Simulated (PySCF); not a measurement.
# Zinc: a sound run and one with changed settings

Sound run: Zn²⁺ [Ar] 3d10, Zn³⁺ [Ar] 3d9. Computed with PySCF 2.14 in jorge-DZP-DKH (8s6p2d1f, 43 functions), with scalar relativity by spin-free X2C-1e. In the sound run the correlated levels freeze [Ar]. The sound run starts from symmetry-adapted Hartree-Fock orbitals and uses a fine grid where one is needed.

Changed run: all electrons correlated in a basis built for the valence shell.

```
species  method  sound run (hartree)  changed run (hartree)  converged
   Zn²⁺     MP2          -1793.43073            -1793.71377        yes
   Zn³⁺     MP2          -1791.98281            -1792.26096        yes
```

Ionisation energy of Zn²⁺:

| method | sound run (eV) | changed run (eV) |
| --- | --- | --- |
| UHF | 37.119 | 37.119 |
| MP2 | 39.400 | 39.533 |
| SCS-MP2 | 39.115 | 39.172 |

A valence basis has no tight correlating functions, so it recovers only part of the core correlation, and not evenly between atom and ion.

For comparison, NIST gives 39.723 eV between the lowest levels.
